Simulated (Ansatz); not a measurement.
Geometry optimisation, RKS PBE0-D4/def2-SVP (Ansatz 0.2.0).

Input:

```yaml
crystal:
  periodic: [false, false, false]
  atoms:
    - { symbol: Al, position_ang: [-0.8068, 1.7604, -1.6044] }
    - { symbol: S, position_ang: [0.9541, 2.0653, -0.2839] }
    - { symbol: Al, position_ang: [1.1825, -0.1739, -0.1219] }
    - { symbol: Si, position_ang: [0.1184, -1.3481, 1.5592] }
    - { symbol: H, position_ang: [-0.6701, 1.6885, -3.2162] }
    - { symbol: H, position_ang: [-2.3073, 1.6835, -0.9674] }
    - { symbol: H, position_ang: [2.1656, -0.9567, -1.1445] }
    - { symbol: H, position_ang: [0.3877, -2.776, 1.4469] }
    - { symbol: H, position_ang: [-1.3954, -1.1287, 1.4246] }
    - { symbol: H, position_ang: [0.4545, -0.8654, 2.9105] }
basis:
  gaussian: { orbitals: def2-SVP }
hamiltonian:
  xc: pbe0
  dispersion: d4
relax:
  f_tol: 0.015
  max_steps: 40
```

Run as:

```bash
$ ansatz run input.yaml --threads 2 --pin off --max-ram 3072MiB --backend cpu --events-out ev --progress --plain --runs-dir out
```

Question: Where does it end, and by what steps?

Answer: The run converged. The force dipped under the threshold on the way, but the program's further checks kept it going. After 31 steps the energy has fallen by 0.732 eV; H5 moved furthest, 2.38 Å.

```
step  energy less start (eV)  largest force component (eV/Å)  accepted
   0                  0.0000                           1.602       yes
   2                 -0.2724                           0.134       yes
   4                 -0.3004                           0.117       yes
   6                 -0.3411                           0.104       yes
   8                 -0.3884                           0.315       yes
  10                 -0.4127                           0.217       yes
  12                 -0.4534                           0.139       yes
  14                 -0.5089                           0.211       yes
  16                 -0.5624                           0.130       yes
  18                 -0.5964                           0.141       yes
  20                 -0.6234                           0.399       yes
  22                 -0.7017                           0.436       yes
  24                 -0.7278                           0.081       yes
  26                 -0.7300                           0.014       yes
  28                 -0.7307                           0.021       yes
  30                 -0.7315                           0.018       yes
  31                 -0.7316                           0.007       yes
```

```xyz
10
Properties=species:S:1:pos:R:3
Al -0.991 1.099 -0.950
S 1.141 1.810 -1.079
Al 1.859 -0.018 -0.184
Si -0.061 -1.038 0.967
H -1.348 -0.151 -1.867
H -2.064 2.127 -0.400
H 3.360 -0.515 -0.168
H -0.650 -2.326 0.497
H -1.174 0.002 0.724
H 0.012 -1.040 2.463
```

Whether the end is a true minimum wasn't checked by a vibrational analysis.

Run time: 56 s on 2 threads of Intel(R) Xeon(R) Platinum 8488C (Sapphire Rapids) (shared host), peak memory 0.24 GiB.
